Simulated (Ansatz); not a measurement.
A single Cl atom.

PBE0 (restricted open-shell) on doublet Cl was run in several spherical basis sets with Ansatz (development build ahead of 0.2.0).

**Question.** Rank the basis sets by the total energy that they give, lowest first, with the distance from the lowest.
A. pcseg-2
B. 6-31G
C. cc-pVDZ
D. def2-TZVP
E. def2-SVP

**Answer.** A (0.00 eV), D (0.23 eV), C (0.40 eV), B (1.10 eV), E (4.53 eV).

Totals follow the description of the cores as much as that of the bonds, so this order isn't one of quality for chemistry.
